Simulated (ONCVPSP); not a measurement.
## What one change does to a pseudopotential (rubidium (Rb), ONCV)

Rb (Z = 37), optimised norm-conserving Vanderbilt (ONCV), made with ONCVPSP 4.0.1 (PBEsol, non-relativistic). Core [Ar] 3d10, reference 4s2 4p6 5s1. Waves: 4s+5s: rc 2.00 bohr, ncon 4, nbas 9, qcut 4.8 1/bohr, 2 projectors; 4p: rc 2.40 bohr, ncon 3, nbas 7, qcut 6.3 1/bohr, 2 projectors, debl 1 Ha; d scattering state at 0.3 Ha: rc 2.45 bohr, ncon 4, nbas 9, qcut 4.2 1/bohr, 2 projectors, debl 2.3 Ha. Local part: polynomial inside 1.35 bohr (lpopt 5, dvloc0 -1 Ha). Core correction: Teter function, fcfact 2, rcfact 1.1.

Change: s: qcut 6.9.

Cutoffs: the cutoffs (Ha) at which the residual kinetic energy of the hardest occupied pseudo-wave falls to 1 and 0.1 mHa per electron; they do not see the model core or the augmentation charge, which bear on the density cutoff. Errors are all-electron minus pseudo energies relative to the spin-unpolarised reference configuration.

Task: Predict the effect on cutoff, ghosts and configuration errors.

Result: The potential gets harder (9.3 Ha and 12 Ha → 14 Ha and 17 Ha); of the 4 tests that both files solve, the error grows in 1 and shrinks in 0 by more than 15 % and 0.3 meV (median size 0.1 → 0.0 meV); the range in which the s phases agree widens (upper end 1.7 → 4.4); neither file shows a bound ghost. The waves are optimised to have the least kinetic energy above qcut, so the cutoff follows it (qcut²/2 in Ha).

| quantity | base | changed |
| --- | --- | --- |
| cutoff, loose | 9.3 Ha | 14 Ha |
| cutoff, tight | 12 Ha | 17 Ha |
| loose cutoff by channel | s 9.3 Ha, p 6.5 Ha | s 14 Ha, p 6.5 Ha |
| bound ghosts | none | none |
| GHOST(+) flags under 300 eV | s at 96.9 eV | s at 124.4 eV |
| error for 4s2 4p6 5s0, meV [ΔE 4.00 eV] | -0.1 | 0.0 |
| error for 4s2 4p6 5s0.5, meV [ΔE 1.54 eV] | 0.0 | 0.0 |
| error for 4s2 4p6 5s0 5p1, meV [ΔE 1.43 eV] | 0.0 | 0.0 |
| error for 4s2 4p5 5s1, meV [ΔE 21.21 eV] | -7.9 | -12 |
| s: phases at 2.03 bohr within 0.05 rad from the reference energy up to (Ha; the scan ends near 5) | 1.7 | 4.4 |
| p: phases at 2.43 bohr within 0.05 rad from the reference energy up to (Ha; the scan ends near 5) | 4.5 | 4.5 |
| d: phases at 2.49 bohr within 0.05 rad from the reference energy up to (Ha; the scan ends near 5) | to the end of the scan | to the end of the scan |
| rms error of d²Exc/dni dnj with the model core, mHa | 1.28 | 1.58 |
